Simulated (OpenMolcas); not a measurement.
N IV: effect of the basis set

```
Program             : OpenMolcas
Method              : RASSCF
Active space        : 2 electrons in 9 orbitals (RAS2 2s 2p; RAS3 3d, at most 2 electrons)
State averaging     : 2S+1 = 3 even, 3 roots; 2S+1 = 1 even, 7 roots; 2S+1 = 3 odd, 3 roots; 2S+1 = 1 odd, 3 roots
Spin-orbit coupling : state interaction with AMFI integrals over the reference wave functions, term energies averaged over their components
```

A. ANO-RCC-VTZP [4s3p2d1f], DKH2, point nucleus; cost roughly 24 core-seconds
B. ANO-R2 [4s4p2d1f], X2C, finite nucleus; cost about 23 core-seconds
C. ANO-RCC-VQZP [5s4p3d2f1g], DKH2, point nucleus; cost about 19 core-seconds
D. ANO-RCC [8s7p4d3f2g], DKH2, point nucleus; cost of the order of 16 core-seconds

Energies in cm⁻¹ above 2s² ¹S₀, the measured ground level; measured values from Moore, Selected Tables of Atomic Spectra, NSRDS-NBS 3, section 4.

```
     Level       A       B       C       D  Measured
   2s² ¹S₀     0.0     0.0     0.0     0.0       0.0
2s 2p ³P°₀   67082   67090   67012   67002     67209
2s 2p ³P°₁   67152   67158   67081   67070     67272
2s 2p ³P°₂   67292   67294   67218   67208     67416
2s 2p ¹P°₁  133479  133624  133530  133507    130694
   2p² ³P₀  176680  176849  176712  176715    175535
   2p² ³P₁  176749  176917  176781  176784    175608
   2p² ³P₂  176886  177051  176916  176921    175733
   2p² ¹D₂  191448  191663  191526  191523    188882
   2p² ¹S₀  243249  243538  243392  243404    235369
```

Deviations, from unrounded energies. A percentage is the sum of absolute deviations over the sum of measured energies, with the sign that they share, or ± where signs differ.

```tsv
Against measurement	Levels	A	B	C	D
mean absolute deviation (cm-1)	9	1900	2000	2000	2000
other configurations (%)	9	±1.3	±1.4	±1.4	±1.4
```

A, C, D lie about equally close to measurement and B furthest from it. The largest miss of A in the table is 2p² ¹S₀, by +7900 cm-1. The ranking rests on the paired levels alone, and a cruder setting can come out closer through cancelling errors.

Among A to D the level of the table that moves most is 2p² ¹S₀, by 290 cm-1 (lowest in A, highest in B).

Active for correlation alone: 3d; no level in the range computed is led by a configuration that fills it, so any true level of that kind is missing. Measured partners are found by configuration, term and J. A level has none where our copy of the source lacks it or the pairing is in doubt (some pairs that miss far off the trend of their configuration count as doubtful), and it then counts in no deviation. Only configurations of the active space appear.

° marks odd parity.
